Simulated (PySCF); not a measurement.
**`O=S(=O)(C=C=CO)C(F)(F)F`, C₄H₃F₃O₃S**

Geometry:
| atom | x (Å) | y (Å) | z (Å) |
| --- | --- | --- | --- |
| O1 | -0.008 | 1.604 | -1.026 |
| S2 | -0.844 | 0.416 | -1.059 |
| O3 | -1.551 | -0.027 | -2.249 |
| C4 | 0.047 | -0.982 | -0.387 |
| C5 | 1.128 | -0.760 | 0.311 |
| C6 | 2.199 | -0.420 | 0.999 |
| O7 | 3.435 | -0.213 | 0.532 |
| C8 | -2.161 | 0.680 | 0.237 |
| F9 | -3.026 | 1.566 | -0.210 |
| F10 | -2.780 | -0.468 | 0.471 |
| F11 | -1.616 | 1.113 | 1.360 |
| H12 | -0.384 | -1.954 | -0.654 |
| H13 | 2.126 | -0.295 | 2.085 |
| H14 | 3.434 | -0.261 | -0.433 |

The calculation used PySCF 2.14.0, quadratic response CAM-B3LYP/aug-cc-pVDZ first hyperpolarisability, Taylor convention, gas phase. Geometry: PBE0-D3(BJ)/def2-SVP.

(1) Give the tensor of the second harmonic β(−2ω;ω,ω) at 1907 nm in the axes of these coordinates.

Answers

(1) In au, Taylor convention; rows are the first index (the induced dipole):
```tsv
	xx	yy	zz	xy	xz	yz
x	-0.8	+1.4	-47.0	+29.8	-15.1	-1.5
y	+30.0	+75.5	+22.0	+1.3	-1.4	+4.2
z	-14.0	+4.5	-7.3	-1.5	-46.5	+21.9
```
Norm of βᵢ = ⅓ Σⱼ (βᵢⱼⱼ + βⱼᵢⱼ + βⱼⱼᵢ): 136.6 au, hyper-Rayleigh value 55.3 au.
